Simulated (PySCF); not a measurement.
These are PBE0-D4/def2-TZVP // PBE0-D4/def2-SVP in PySCF values and carry that method's errors. All species are isolated molecules in the gas phase. One relaxed conformer stands for a flexible species; it need not be the lowest. Excitations are Tamm–Dancoff values on a coarser integration grid. The basis has no diffuse functions, so Rydberg states are missing or too high.

Reference species (SMILES): `c1(B)sccc1S` (neutral, multiplicity 1).

```json
{
 "HOMO": "-6.55 eV",
 "S1–T1 gap (TDA)": "1.22 eV",
 "S1 oscillator strength": "0.146"
}
```

Changed species: `s1c(B)cc(S)c1`.

**Question.** What does the change do to the HOMO, S1–T1 gap (TDA) and S1 oscillator strength?

**Answer.** the HOMO decreases by 0.35 eV, to -6.90 eV; the S1–T1 gap (TDA) falls by 0.33 eV, to 0.89 eV; the S1 oscillator strength falls by 0.103, to 0.043.
